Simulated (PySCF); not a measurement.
**Kr²⁺: ionisation energy**

Kr²⁺ [Ar] 3d10 4s2 4p4 (3P) → Kr³⁺ [Ar] 3d10 4s2 4p3 (4S), as a difference of total energies. All numbers are calculated (PySCF 2.14, scalar relativity by spin-free X2C-1e, in x2c-TZVPPall). Correlated levels: valence: [Ar] 3d10 frozen; valence and next inner shell: [Ne] frozen. The calculations carry no spin-orbit coupling.

| method | ionisation energy (eV) | plus first-order spin-orbit estimate | error of that sum (eV) |
| --- | --- | --- | --- |
| UHF | 34.347 | 34.585 | -1.253 |
| LDA | 35.841 | 36.078 | +0.240 |
| PBE | 35.536 | 35.774 | -0.064 |
| PBE0 | 35.556 | 35.794 | -0.044 |
| r2SCAN | 35.645 | 35.883 | +0.045 |
| r2SCAN0 | 35.627 | 35.865 | +0.027 |
| wB97M-V | 35.477 | 35.714 | -0.124 |
| PW91 | 35.637 | 35.875 | +0.037 |
| M06-2X | 35.352 | 35.590 | -0.248 |
| ROHF | 34.224 | 34.462 | -1.376 |
| MP2 (valence) | 35.050 | 35.288 | -0.550 |
| SCS-MP2 (valence) | 35.122 | 35.360 | -0.478 |
| MP2 (valence and next inner shell) | 35.116 | 35.354 | -0.484 |
| SCS-MP2 (valence and next inner shell) | 35.163 | 35.400 | -0.438 |

Reference: 35.838 ± 0.02 eV (measured; NIST Atomic Spectra Database, ionization energies).

A first-order spin-orbit estimate (lowest level to lowest level, LS coupling) adds 0.238 eV.

Errors of the correlated levels include the incompleteness of this basis and the frozen core.
